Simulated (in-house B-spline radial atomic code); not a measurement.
Ionisation energies with and without relativity, with size and susceptibility from the Dirac run. Dirac energy differences include first-order Breit, QED and recoil terms. NIST's values go from ground level to ground level; the uncertainty of those that are theory runs from under 0.1 % in few-electron ions to several per cent in heavy many-electron ones. Computed with a B-spline radial code for spherical atoms: non-relativistic Hartree-Fock and Dirac-Hartree-Fock, averages of the configuration (point nuclei without relativity, finite nuclei with it).

```
ion      configuration  configuration after  ionisation non-relativistic (eV)  ionisation Dirac Breit and QED (eV)  tabulated value (eV)  radius at density 0.001 (bohr)  diamagnetic susceptibility (10⁻⁶ cm³/mol)
As+  [Ar] 3d10 4s2 4p2    [Ar] 3d10 4s2 4p1                            17.309                               17.303               18.5892                           3.985                                    -24.043
Se+  [Ar] 3d10 4s2 4p3    [Ar] 3d10 4s2 4p2                            19.522                               19.518                21.196                           3.919                                    -24.765
Br+  [Ar] 3d10 4s2 4p4    [Ar] 3d10 4s2 4p3                            21.797                               21.797                21.591                           3.828                                    -25.048
Kr+  [Ar] 3d10 4s2 4p5    [Ar] 3d10 4s2 4p4                            24.140                               24.147              24.35984                            3.73                                    -25.059
Rb+  [Ar] 3d10 4s2 4p6    [Ar] 3d10 4s2 4p5                            26.556                               26.570              27.28954                           3.629                                    -24.897
Sr+           [Kr] 5s1    [Ar] 3d10 4s2 4p6                            10.288                               10.438              11.03028                           4.523                                     -35.65
Zr+       [Kr] 4d2 5s1             [Kr] 4d2                            11.647                               11.918                 13.13                           4.513                                    -36.404
Nb+           [Kr] 4d4             [Kr] 4d3                            12.693                               12.461                 14.32                           4.041                                    -31.154
Mo+           [Kr] 4d5             [Kr] 4d4                            13.963                               13.706                 16.16                           3.949                                    -30.593
Tc+       [Kr] 4d5 5s1             [Kr] 4d5                            13.076                               13.508                 15.26                           4.252                                    -34.398
Ru+           [Kr] 4d7             [Kr] 4d6                            16.487                               16.173                 16.76                           3.762                                    -29.274
Rh+           [Kr] 4d8             [Kr] 4d7                            17.752                               17.407                 18.08                           3.673                                    -28.589
```
